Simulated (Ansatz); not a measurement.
`[OH][SnH]([Cl])[Br]` and `[F][SnH]([Cl])[Br]` differ in one atom or group.

Ansatz, PBE0-D4/def2-TZVP geometries, multiplicity 1. Each molecule was computed in one conformer, which needn't be the lowest.

Elements past krypton have def2 core potentials. Scalar relativity is left out up to krypton. Spin–orbit coupling is left out; it splits and shifts lone-pair levels of the heavy atoms by tenths of an eV.

```tsv
property	`[OH][SnH]([Cl])[Br]`
zero-point energy (PBE0-D4/def2-TZVP) / kJ/mol	58.1
size of the dipole moment (ωB97M-V/def2-TZVPP) / D	0.81
HOMO energy (PBE0/def2-TZVPP) / eV	-8.79
HOMO energy (PBE/def2-TZVPP) / eV	-7.42
size of the dipole moment (B3LYP/def2-TZVPP) / D	0.79
LUMO energy (ωB97M-V/def2-TZVPP) / eV	0.01
```

(1) What does the change do to each property? (An estimate is asked.)

## Answers

(1) Computed: 
```csv
property,`[F][SnH]([Cl])[Br]`,shift
zero-point energy (PBE0-D4/def2-TZVP) / kJ/mol,28.6,-29.5
size of the dipole moment (ωB97M-V/def2-TZVPP) / D,2.42,1.61
HOMO energy (PBE0/def2-TZVPP) / eV,-9.09,-0.30
HOMO energy (PBE/def2-TZVPP) / eV,-7.77,-0.35
size of the dipole moment (B3LYP/def2-TZVPP) / D,2.40,1.61
LUMO energy (ωB97M-V/def2-TZVPP) / eV,-0.30,-0.31
```

The zero-point energy changes by -29.5 kJ/mol with -3 modes. Dipoles are sizes alone; their direction can turn.

B3LYP here is the variant with VWN-RPA as its local correlation; programs differ in this.
